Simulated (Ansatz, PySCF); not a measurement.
This Ansatz (an electronic-structure program) input computes a CAM-B3LYP/def2-TZVPD energy:

Ansatz 0.2 input:
```yaml
crystal:
  periodic: [false, false, false]
  atoms:
    - {symbol: C, position_ang: [-1.87116387, -0.10545659, 0.47561532]}
    - {symbol: Si, position_ang: [-0.02624227, 0.18783545, 0.57858034]}
    - {symbol: F, position_ang: [0.25588178, 1.71889784, 0.17700051]}
    - {symbol: Cl, position_ang: [0.94121594, -0.99897910, -0.81709955]}
    - {symbol: H, position_ang: [-2.10112100, -1.14899666, 0.69039877]}
    - {symbol: H, position_ang: [-2.21123155, 0.13404238, -0.53517552]}
    - {symbol: H, position_ang: [-2.39687938, 0.53056155, 1.18864802]}
basis:
  gaussian:
    orbitals: def2-TZVPD
hamiltonian:
  xc: {name: CAM-B3LYP}
magnetization: {spin_polarized: true, initial_magnetization: 1}
output: {forces: true}
```

Problem. Write an input for the same energy in PySCF and say what it gives.

Solution. 
```python
from pyscf import gto, scf, dft

mol = gto.M(
    atom='''
    C    -1.87116387   -0.10545659    0.47561532
    Si   -0.02624227    0.18783545    0.57858034
    F     0.25588178    1.71889784    0.17700051
    Cl    0.94121594   -0.99897910   -0.81709955
    H    -2.10112100   -1.14899666    0.69039877
    H    -2.21123155    0.13404238   -0.53517552
    H    -2.39687938    0.53056155    1.18864802
    ''',
    basis='def2-tzvpd',
    charge=0,
    spin=1,
    verbose=4,
)

mf = dft.UKS(mol, xc='camb3lyp').density_fit(auxbasis='def2-universal-jkfit')
mf.grids.level = 3
mf.conv_tol = 1e-9
mf.max_cycle = 100
mf.max_memory = 1500
mf.kernel()
if not mf.converged:
    mf = mf.newton()
    mf.kernel(mf.make_rdm1())
for _ in range(2):
    mo, _, stable, _ = mf.stability(return_status=True)
    if stable:
        break
    mf.kernel(mf.make_rdm1(mo, mf.mo_occ))
mf.analyze()
```
It gives -889.59012 Eh, and Ansatz -889.59005 Eh, a difference of 0.07 mEh, from the treatment of integrals and grids.

It need not be the lowest isomer of its formula.
